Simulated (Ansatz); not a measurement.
`[F][SnH]([Cl])[O][SiH3]` + CH₃NH₂ → `C[NH][SnH]([F])[Cl]` + `O[SiH3]`  (ligand exchange at the Sn–O bond)

Program: Ansatz. Geometries: PBE0-D4/def2-TZVP. ΔE: electronic, gas phase. CBS: MP2 limit from def2 TZ/QZ plus the TZ coupled-cluster correction, frozen cores. DFT in def2-TZVPP. Elements past krypton have def2 core potentials. For Sn outer-core shells are correlated without core-valence functions, which leaves a few kJ/mol of doubt a bond. Each species was taken in one conformer, which may not be the lowest.

```csv
level,ΔE (eV)
PBE0-D4,0.33
HF/def2-TZVPP,0.49
MP2/def2-QZVPP,0.34
CCSD/CBS(def2),0.38
```

(1) What does CCSD(T)/CBS give? (Best estimate.)

Largest T1 diagnostic among the species: 0.013.

Answers

(1) Ansatz gave: +0.37 eV. The listed levels differ from it by -0.04, 0.12, -0.03, 0.01 eV.

Leaving LDA and LC-ωPBE aside and taking each functional with its dispersion term where it has one, the values, not all of them listed here, spread over 0.13 eV, from revPBE-D4 to B97M-V. LDA lies −0.06 eV from PBE without D4. At CCSD(T), def2-SVP lies +0.06 eV from the extrapolated value and def2-TZVPP −0.01 eV. In def2-TZVPP, CCSD(T) changes the Hartree–Fock value by −0.14 eV (the triples alone add −0.01 eV) and MP2 by −0.16 eV.

CCSD(T)/CBS has its own doubt, a few kJ/mol and more with outer-core shells, so smaller differences from it don't rank the levels.
